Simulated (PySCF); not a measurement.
# SMILES C=C(SC)S(=O)(=O)O, C₃H₆O₃S₂

Geometry:
| atom | x (Å) | y (Å) | z (Å) |
| --- | --- | --- | --- |
| C1 | 0.102 | -2.224 | -0.345 |
| C2 | 0.332 | -0.925 | -0.222 |
| S3 | 1.350 | 0.017 | -1.264 |
| C4 | 0.863 | 1.736 | -0.945 |
| S5 | -0.414 | -0.119 | 1.191 |
| O6 | -1.086 | -1.088 | 1.999 |
| O7 | 0.499 | 0.783 | 1.811 |
| O8 | -1.576 | 0.750 | 0.466 |
| H9 | 0.509 | -2.803 | -1.156 |
| H10 | -0.497 | -2.723 | 0.396 |
| H11 | 1.023 | 1.972 | 0.102 |
| H12 | 1.505 | 2.338 | -1.580 |
| H13 | -0.178 | 1.876 | -1.217 |
| H14 | -2.433 | 0.408 | 0.726 |

Method: GIAO BHandHLYP/pcSseg-1 magnetisability, rotational g tensor and spin-rotation constants, non-relativistic, gas phase (PySCF 2.14.0). Geometry: GFN2-xTB.

Question: Give the nuclear spin-rotation constants along the inertial axes (H = +C I·J) beside the isotropic shieldings.

Answer: Rotational constants 2.2776, 1.3532, 1.0459 GHz. A star marks the isotopologue with that one atom substituted, in its own axes.
```
atom  isotope  Caa (kHz)  Cbb (kHz)  Ccc (kHz)  mean (kHz)  σ (ppm)
  H9       1H     -0.025      0.004     -0.125      -0.049     25.7
 H10       1H      0.170     -0.097     -0.126      -0.018     25.3
 H11       1H     -0.100     -0.081     -0.055      -0.079     27.8
 H12       1H      0.011     -0.116     -0.124      -0.077     30.0
 H13       1H     -0.190     -0.139      0.008      -0.107     29.1
 H14       1H     -0.038     -0.173     -0.061      -0.091     27.1
  C1     13C*      1.056      0.438      0.133       0.542     59.7
  C2     13C*      1.169      0.462      0.216       0.616     28.8
  S3     33S*      0.453      0.376      0.283       0.370    514.6
  C4     13C*      0.328      0.181      0.164       0.224    165.9
  S5     33S*      0.939      0.520      0.423       0.627    188.5
  O6     17O*     -0.518     -0.328     -0.205      -0.350    125.6
  O8     17O*     -0.651     -0.302     -0.152      -0.368    129.2
```
For the geometry as given, no vibrational averaging.

Question: How do the rotational constants and the g tensor change when H9, H10, H11, H12, H13, H14 are replaced by deuterium?

Answer: Constants 2.0037, 1.2799, 0.9632 GHz; g -0.0286, -0.0190, -0.0095, against -0.0326, -0.0198, -0.0103 before.
